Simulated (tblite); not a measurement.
C₄H₁₂N₂Si.
Structure used (GFN2-xTB), in Å, numbered top down from 1:
```
atom  x, y, z in Å
C1    -1.1335    2.0717   -1.6751
C2    -1.2196    1.3136   -0.5995
C3    -1.1724   -0.1814   -0.6095
N4    -0.2444   -0.6539    0.4099
C5    -0.2664   -2.0958    0.5451
N6     1.0501   -0.1773    0.1332
Si7    2.0254    0.4388    1.4048
H8    -1.1811    3.1457   -1.6213
H9    -1.0217    1.6496   -2.6611
H10   -1.3200    1.7474    0.3848
H11   -0.8969   -0.5497   -1.6143
H12   -2.1616   -0.5771   -0.3557
H13    0.0070   -2.6131   -0.3893
H14    0.4415   -2.3793    1.3220
H15   -1.2649   -2.4111    0.8424
H16    1.4600   -0.5781   -0.7083
H17    2.4316   -0.5558    2.4126
H18    1.2420    1.4811    2.0599
H19    3.2151    0.9340    0.7123
```

Calculated harmonic vibrations of the isolated species, GFN2-xTB (tblite), most abundant isotopes, no scaling. Errors from tens to a few hundred cm⁻¹ against measured bands are possible. Modes of hydrogen on silicon can be 10 to 20 % off. One conformer, not necessarily the lowest.

Harmonic wavenumbers (cm⁻¹): 40.3, 66.8, 82.5, 111.2, 165.8, 199.8, 236.0, 356.9, 373.1, 412.4, 443.7, 517.3, 578.7, 596.8, 628.3, 739.2, 800.8, 825.0, 834.3, 895.8, 915.2, 972.2, 984.0, 1019.4, 1062.3, 1091.7, 1142.0, 1149.5, 1202.6, 1227.1, 1264.5, 1323.7, 1365.7, 1406.4, 1417.7, 1453.8, 1480.9, 1487.8, 1722.5, 2162.0, 2256.4, 2288.3, 2808.1, 2840.6, 2932.1, 3017.9, 3024.8, 3080.3, 3094.6, 3126.4, 3262.6.

A = 2696, B = 1473, C = 1033 MHz; mass 116.077 u (most abundant isotopes); point group C1, symmetry number 1.

Problem. Zero-point energy?

Solution. ½Σν̃ = 33244 cm⁻¹ = 397.69 kJ/mol.

Problem. Give the ideal-gas entropy at 273.15 K and 1 bar in the rigid-rotor, harmonic-oscillator model (classical rotation).

Solution. Translation 166.33, rotation 119.20, vibration 118.06: S = 403.6 J/(mol K).

Problem. And Cp and H(273.15 K) − H(0)?

Solution. Cp = 151.21 J/(mol K), of which vibrations give 117.95 (their classical limit is 51 R = 424.0); H(273.15 K) − H(0) = 25.69 kJ/mol without the zero-point energy, 16.61 from vibrations.

Problem. Which modes carry the vibrational entropy at 273.15 K?

Solution. 40.3 cm⁻¹: 21.22; 66.8 cm⁻¹: 17.04; 82.5 cm⁻¹: 15.31; 111.2 cm⁻¹: 12.88; 165.8 cm⁻¹: 9.70; 199.8 cm⁻¹: 8.26 J/(mol K); the other 45 give 33.65 together.

Problem. How do the functions run with temperature in this model?

Solution. 
| T (K) | S (J/(mol K)) | Cp (J/(mol K)) | H − H(0) (kJ/mol) | G − H(0) (kJ/mol) | ln q(vib) |
| --- | --- | --- | --- | --- | --- |
| 50 | 245.6 | 59.0 | 2.21 | -10.08 | 0.69 |
| 100 | 293.5 | 80.7 | 5.72 | -23.63 | 2.10 |
| 298.15 | 417.3 | 161.8 | 29.60 | -94.81 | 7.56 |
| 373.15 | 457.0 | 192.5 | 42.90 | -127.61 | 9.54 |
| 500 | 519.8 | 237.4 | 70.27 | -189.61 | 12.85 |
| 750 | 629.0 | 301.2 | 138.19 | -333.60 | 19.12 |
| 1000 | 721.9 | 343.5 | 219.12 | -502.77 | 24.94 |

q(vib) and H(0) count from the zero-point level.

Problem. What must be added to the electronic energy to get the Gibbs energy at 273.15 K and 1 bar?

Solution. ZPE + [H(273.15 K) − H(0)] − T·S = 397.69 + 25.69 − 110.24 = 313.14 kJ/mol.

Hindered rotation and anharmonicity are outside this model. Other conformers, if any are populated, would add a mixing term that is left out. The structure is chiral; the term R ln 2 for an equal mix with its mirror image is left out.
